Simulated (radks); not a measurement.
Results of a calculation; reference values are marked as such.
Species: Hf I. Configuration: [Xe] 4f14 5d2 6s2. Code: a radial shooting solver on a logarithmic mesh with Libxc functionals. Model: scalar-relativistic Kohn-Sham, r2SCAN, spin-unpolarised, spherical densities, finite nucleus; meta-GGA in the generalised Kohn-Sham scheme; Fermi nuclear charge, rms radius 5.347 fm; hard spherical wall at 6 bohr.

Unscreened Slater integrals over Kohn-Sham orbitals (eV). Empty in this configuration: 6p.

integral     value
F0(5d,5d)   10.686
F2(5d,5d)   5.3058
F4(5d,5d)   3.4076
F0(5d,6s)   8.7607
G2(5d,6s)   3.0938
F0(5d,4f)   14.191
F2(5d,4f)   2.8978
F4(5d,4f)   1.3253
G1(5d,4f)   1.2499
G3(5d,4f)  0.99937
G5(5d,4f)  0.75704
F0(5d,5p)   13.036
F2(5d,5p)   5.7110
G1(5d,5p)   6.4178
G3(5d,5p)   3.8889
F0(5d,6p)   8.0321
F2(5d,6p)   3.3987
G1(5d,6p)   2.4711
G3(5d,6p)   1.8576
F0(6s,6s)   7.9062
F0(6s,4f)   10.131
G3(6s,4f)  0.30904
F0(6s,5p)   9.6413
G1(6s,5p)  0.74483
F0(6s,6p)   7.4404
G1(6s,6p)   5.0114
F0(4f,4f)   37.501
F2(4f,4f)   17.776
F4(4f,4f)   11.147
F6(4f,4f)   8.0177
F0(4f,5p)   22.228
F2(4f,5p)   7.2135
G2(4f,5p)   3.5009
G4(4f,5p)   2.7331
F0(4f,6p)   9.1157
F2(4f,6p)   1.0732
G2(4f,6p)  0.29088
G4(4f,6p)  0.25958
F0(5p,5p)   18.251
F2(5p,5p)   9.7914
F0(5p,6p)   8.6888
F2(5p,6p)   2.1185
G0(5p,6p)  0.44131
G2(5p,6p)  0.58273
F0(6p,6p)   7.1056
F2(6p,6p)   4.1658

Derived for the open shells (J is the average intra-shell exchange parameter used in DFT+U). 5d: Racah B = F2/49 - 5 F4/441 = 0.06965 eV, C = 35 F4/441 = 0.2704 eV, C/B = 3.88, F4/F2 = 0.642, J = (F2 + F4)/14 = 0.6224 eV.
